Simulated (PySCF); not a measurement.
## Dy(IV) with different ligands

Computed with PySCF 2.14.0, PBE0, def2-SVP on the ligands, density fitting, scalar-relativistic core potentials, no spin-orbit coupling, vacuum. The metal has lcecp-2-SVP with ECP54. Each complex is relaxed within the symmetry of a template of the same shape. Distances are means of the shortest metal–ligand contacts, charges and spins Mulliken's; removal energies are rigid, with the ligand's formal charge and no counterpoise, so too large; for an anion taken off a cation in vacuum most of it is the attraction of opposite charges, and multiply charged cations can part far more cheaply with an electron moved from ligand to metal. lcecp potentials hold a fixed number of 4f electrons in the core, out of states, spins and gaps.

```
        complex  point group  M–first ligand (Å)  charge on M (e)  removal of one first-named ligand (eV)  strongest infrared band, degenerate modes summed (cm⁻¹)  unstable modes (below −25 cm⁻¹)
  [DyCl3(H2O)]+           Cs               2.337             1.07                                   15.01                                                     3743                                0
[Dy(OH)3(NH3)]+   nearly C3v               1.942             1.36                                   17.37                                                        –                        not given
   [DyH3(NH3)]+          C3v               1.852             0.87                                   15.90                                                     1772                                0
   [DyF3(NH3)]+          C3v               1.915             1.64                                   18.03                                                      705                                0
```

(1) A further member has point group C1, nearly C3, M–first ligand (Å) 2.443, charge on M (e) 0.72, removal of one first-named ligand (eV) 14.39. Which complex is it?

Moved off a saddle point of the template and relaxed again: [DyH3(NH3)]+. One start shape was tried for each, so a minimum needn't be the lowest isomer. Oxidation states forced by the potential, rare, strongly oxidising or of another configuration in reality: [DyCl3(H2O)]+, [Dy(OH)3(NH3)]+, [Dy(SH)3(NH3)]+, [DyH3(NH3)]+, [DyF3(NH3)]+.

Results:

(1) [Dy(SH)3(NH3)]+. The answer isn't unique; the calculation gave this one.
